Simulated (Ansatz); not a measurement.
The same hydrogen abstraction along the group B, Ga, In.

Gas-phase electronic energies from Ansatz, PBE0-D4/def2-TZVP geometries. CCSD(T)/CBS adds triple-zeta CCSD(T) − MP2 to the extrapolated MP2 energy (def2 sets, frozen cores). This one scheme is used for every species. Functionals use def2-TZVPP. Open shells (•) are unrestricted, without spin–orbit coupling. Elements past krypton have def2 core potentials. For Ga, In outer-core shells are correlated without core-valence functions, which leaves a few kJ/mol of doubt a bond. Scalar relativity is left out up to krypton. Each species was taken in one conformer, which may not be the lowest.

| reaction | revPBE-D4 (kJ/mol) | PBE-D4 (kJ/mol) |
| --- | --- | --- |
| `OB(Cl)Cl` + `[SiH3]`• → `[O]B(Cl)Cl`• + SiH₄ | 90 | 95 |
| `[OH][Ga]([Cl])[Cl]` + `[SiH3]`• → `[O][Ga]([Cl])[Cl]`• + SiH₄ | 122 | 131 |
| `[OH][In]([Cl])[Cl]` + `[SiH3]`• → `[O][In]([Cl])[Cl]`• + SiH₄ | 117 | 126 |

Question: Give the CCSD(T)/CBS values in the same order. (An estimate is asked.)

Answer: The calculation gave: 110, 129, 123 kJ/mol.

Largest T1 diagnostic: 0.019, for `[O]B(Cl)Cl`•.
